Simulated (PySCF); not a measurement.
# Reading the logs of faulty runs: AlCH6NO

Calculated results; nothing here was measured. They come from PySCF 2.14.0, an open-source quantum chemistry program, on an isolated molecule that a program drew, which may never have been made. The molecule is AlCH6NO (charge 0, singlet), drawn as the SMILES string `C[O][AlH][NH2]`.

Each row is a Hartree-Fock (HF) and frozen-core CCSD(T) single point in the cc-pV(D+d)Z basis, meant for a local HF minimum. Run 1 is clean. Each other run has one planted mistake out of seven kinds, and not every kind appears here: one electron removed, one electron added, multiplicity raised by two, geometry at a saddle point, minimal basis STO-3G, one bond length entered in bohr, all coordinates scaled. The reference is restricted for singlets and unrestricted otherwise, and also for a bond in bohr. Adding or removing an electron swaps singlet and doublet. Electrons count all cores. HOMO and LUMO are orbital energies over both spins, the gradient is its largest component, and the lowest frequency (negative if imaginary) is given only where the gradient is small. Bond lengths are over the 9 bonds as drawn. T1 is the CCSD diagnostic: over 0.02 (restricted) or 0.045 (unrestricted) a single reference is doubtful.

Geometry of the clean run:
```xyz
10
AlCH6NO, angstrom
C    -0.3656   -1.9591   -0.4447
O     0.3809   -0.9812    0.1980
Al    1.4142   -0.7428    1.5011
N     2.0523    0.8746    1.7601
H    -0.2745   -2.9370    0.0407
H    -1.4234   -1.6835   -0.4534
H    -0.0379   -2.0651   -1.4822
H     1.8065   -1.9221    2.4677
H     1.8507    1.6753    1.1916
H     2.6746    1.1318    2.5026
```

```
run  electrons  basis functions  <S^2>  HOMO (eV)  LUMO (eV)  gradient (hartree/bohr)  lowest frequency (cm^-1)  mean bond (Å)  longest bond (Å)      T1  HF (hartree)  CCSD(T) (hartree)                     mistake
  1         40               95  0.000     -10.64       3.03                  2.4e-05                        73         1.2986             1.758  0.0127    -412.67998         -413.29930                    no fault
  2         40               95  0.000     -10.29       2.61                  5.4e-02                         -         1.4103             1.909  0.0158    -412.61901         -413.25881      all coordinates scaled
  3         40               30  0.000      -7.44      10.46                  4.2e-02                         -         1.2986             1.758  0.0144    -407.54896         -407.75426        minimal basis STO-3G
  4         40               95  2.023      -3.49      -0.62                  1.0e-01                         -         1.2986             1.758  0.0273    -412.48455         -413.07438  multiplicity raised by two
  5         40               95  0.983     -10.81       2.07                  4.0e-02                         -         1.4358             2.623  0.0248    -412.56267         -413.13678                           ?
  6         41               95  0.765       2.31       8.30                  3.8e-02                         -         1.2986             1.758  0.0129    -412.58129         -413.21104                           ?
```

**Which mistake was planted in run 5, and what did it cost?**

The mean bond changes by a factor of 1.106 and the longest by 1.492, so the molecule wasn't scaled as a whole. A length L in bohr read as angstrom grows by (1/0.5292 - 1) L = 0.890 L. The 9 bonds together grew by 9 x 0.1372 = 1.235 Å, which gives L = 1.388 Å. That is bond C1-O2, 1.388 Å in the clean geometry. So the mistake is: one bond length entered in bohr. Subtracting run 1 and multiplying by 627.51 kcal/mol a hartree, the energy moved by 73.6 kcal/mol in HF and 102.0 kcal/mol in CCSD(T).

**Which mistake was planted in run 6, and what did it cost?**

It counts 41 electrons, one more than the clean run, at the same geometry and basis. So the mistake is: one electron added. Subtracting run 1 and multiplying by 627.51 kcal/mol a hartree, the energy moved by 61.9 kcal/mol in HF and 55.4 kcal/mol in CCSD(T).

Cautions from the logs. Run 6: the HOMO is above zero, so the electron isn't bound and the energy depends on the basis.
